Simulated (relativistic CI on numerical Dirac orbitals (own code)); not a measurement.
## Crystal-field levels of Ta3+, 5d2

Calculated by Dirac-Coulomb-Breit CI, orbitals from a KLI potential per configuration, model QED, valence Slater integrals scaled by 0.65, one configuration in a parametric crystal field (own radial code).

Field parameters in Wybourne normalisation: D3d B²₀ = −7Dσ, B⁴₀ = −14Dq − 21Dτ, B⁴₃ = −14√(10/7) Dq; D4h B²₀ = −7Ds, B⁴₀ = 21(Dq − Dt), B⁴₄ = 21√(5/14) Dq; Td as Oh with Dq negative (B⁴₀ = 21Dq, B⁴₄ = √(5/14) B⁴₀). The field is a parameter set, without covalency.

S and J are read from ⟨S²⟩ = S(S + 1) and ⟨J²⟩ = J(J + 1) of each level; they are not fictitious spins.

D4h, 10Dq = 41200, Ds = -960, Dt = -30 cm⁻¹, the lowest 16 levels:

| E (cm⁻¹) | Degeneracy | Irrep | S | J |
| --- | --- | --- | --- | --- |
| 0.0 | 1 | B1 | 0.99 | 2.62 |
| 78.3 | 1 | B2 | 0.99 | 2.68 |
| 767 | 2 | E | 0.98 | 2.78 |
| 993 | 1 | A1 | 0.95 | 2.80 |
| 2586 | 1 | A2 | 1.00 | 3.30 |
| 4466 | 2 | E | 0.99 | 3.22 |
| 4728 | 1 | A1 | 0.98 | 3.41 |
| 7274 | 1 | A1 | 0.15 | 3.16 |
| 8488 | 2 | E | 0.11 | 3.22 |
| 11086 | 1 | B2 | 0.05 | 3.21 |
| 11201 | 1 | B1 | 0.05 | 3.21 |
| 19603 | 1 | A1 | 0.07 | 2.74 |
| 41288 | 1 | B1 | 1.00 | 2.97 |
| 41447 | 1 | B2 | 1.00 | 2.92 |
| 41824 | 2 | E | 0.99 | 2.96 |
| 42408 | 1 | A1 | 1.00 | 3.00 |

Td, 10Dq = -13700 cm⁻¹, the lowest 16 levels:

```tsv
E (cm⁻¹)	Degeneracy	Irrep	S	J
0.0	3	T2	0.99	2.94
6746	2	E	0.28	2.76
13186	1	A1	0.29	3.21
13490	1	A2	1.00	3.00
13822	3	T2	0.99	3.18
14495	3	T1	0.99	3.21
14898	2	E	0.89	2.77
19270	3	T2	0.96	2.62
19375	3	T1	0.96	2.53
19920	2	E	0.97	3.13
20115	1	A1	0.86	2.24
21474	3	T2	0.26	2.87
24095	3	T1	0.17	3.81
30530	2	E	1.00	2.65
30874	3	T2	0.91	2.72
31231	1	A1	0.98	3.44
```

D3d, 10Dq = 18450, Dσ = -240, Dτ = -170 cm⁻¹, the lowest 16 levels:

```tsv
E (cm⁻¹)	Degeneracy	Irrep	S	J
0.0	1	A1	0.98	2.67
37.5	2	E	0.98	2.59
1224	2	E	0.96	2.59
3565	2	E	0.99	3.26
4203	1	A2	1.00	3.31
4678	1	A1	0.98	3.52
8192	2	E	0.18	3.15
9985	1	A1	0.16	3.13
10064	2	E	0.13	3.12
18239	1	A2	1.00	3.04
18371	1	A1	0.26	2.94
18771	2	E	0.97	3.06
19204	1	A1	0.96	2.87
19455	1	A2	0.99	3.31
19833	2	E	0.98	3.39
20185	2	E	0.99	3.48
```

The free-ion ground term has S = 1. Every field shown keeps that spin.

Levels of this model without a field, named by their leading LS term (the scale mimics covalency, so terms lie below those of the real free ion): ³F2 0, ³F3 3874, ³F4 7327, ³P0 8929, ¹D2 9679, ³P1 10998, ¹G4 14952, ³P2 15289 cm⁻¹.
